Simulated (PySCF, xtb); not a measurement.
iodine monochloride cation (ClI), SMILES ClI (connectivity only; charge and spin as stated), charge +1, multiplicity 2.

The structure is a stationary point at B3LYP-D3(BJ)/def2-TZVP. The multiplicity is an assumed one; other spin states were not compared. The def2 effective core potentials stand for the cores of I; spin–orbit coupling is left out.

The numbers are results of PySCF 2.14.0 with IEF-PCM-M06-2X/def2-TZVPD, not measurements.

The values are the electrostatic part of the solvation free energy, E(continuum) − E(gas) at the gas-phase geometry, in a cavity of scaled van der Waals radii (PySCF's table); cavitation and dispersion terms are not included.

Computed values in water (ε = 78.36), dichloromethane (ε = 8.93), acetone (ε = 20.49):
| solvent | ε | ΔG(elec) (kcal/mol) |
|---|---|---|
| water | 78.36 | -64.9 |
| dichloromethane | 8.93 | -58.1 |
| acetone | 20.49 | -62.4 |

For comparison, GFN2-xTB/ALPB(water) (xtb, at the GFN2-xTB geometry, all terms of that model) gives -54.7 kcal/mol.
